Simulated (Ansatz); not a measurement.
Total energies of NbSCl3 from Ansatz at r2SCAN-D4/def2-TZVPD, gas phase (1 Eh = 27.2114 eV = 2625.5 kJ/mol). The reference geometry is relaxed at PBE-D4/def2-SVP.

Cartesian coordinates in Å:
```
Nb -0.001 -0.007 0.008
S 0.174 1.380 -1.616
Cl 0.096 1.185 1.955
Cl 1.739 -1.480 -0.144
Cl -2.008 -1.078 -0.204
```

```
                 state   geometry  energy (Eh)
      charge 0 singlet  reference  -1836.02363
     charge -1 doublet  reference  -1836.08975
 free Nb atom (sextet)          –    -56.86030
 free S atom (triplet)          –   -398.08409
free Cl atom (doublet)          –   -460.11735
```

In the def2 sets Nb takes a core potential; there is no spin–orbit coupling.

Work out the vertical electron affinity, to the doublet.

E(charge 0 singlet) − E(charge -1 doublet) = -1836.02363 − (-1836.08975) = 0.06612 Eh = 1.80 eV.

What is the binding energy per atom against free atoms?

Atoms: 1 × (-56.86030) + 1 × (-398.08409) + 3 × (-460.11735) = -1835.29644 Eh. Binding: -1835.29644 − (-1836.02363) = 0.72719 Eh = 19.79 eV, or 3.96 eV for each of 5 atoms (no zero-point energy, no counterpoise term).

At r2SCAN-D4/def2-TZVPD the highest occupied level of the charge -1 doublet lies above zero (up to 0.64 eV). By energy differences its removal costs 1.80 eV (vertical, to the charge 0 singlet, at r2SCAN-D4/def2-TZVPD); a positive level beside a positive removal energy at the same level points to self-interaction error.
